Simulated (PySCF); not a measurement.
C3H6FNSi, SMILES N1([SiH2]F)CC=C1. The structure is a stationary point at PBE-D3(BJ)/def2-SVP. This is a generated structure with no PubChem entry under its InChIKey; it may be hypothetical. Other conformers were not sampled.

Task: Give the equilibrium geometry at PBE-D3(BJ)/def2-SVP (PySCF confirms it by a frequency run) as a Z-matrix. (The exact figures need the calculation; the answer reports its results.)

Result: This is not unique; one that fits is 
```
N
C 1 1.4170
C 2 1.3615 1 96.60
H 3 1.0937 2 136.46 1 177.27
H 2 1.1012 3 137.65 4 -2.04
C 1 1.4988 2 87.63 5 -179.67
H 6 1.1110 1 112.32 2 -118.66
H 6 1.1111 7 109.75 1 126.47
Si 1 1.7279 2 136.33 5 -17.36
F 9 1.6449 1 114.30 2 -78.75
H 9 1.4959 10 106.55 1 118.01
H 9 1.4963 11 115.18 10 -118.28
```
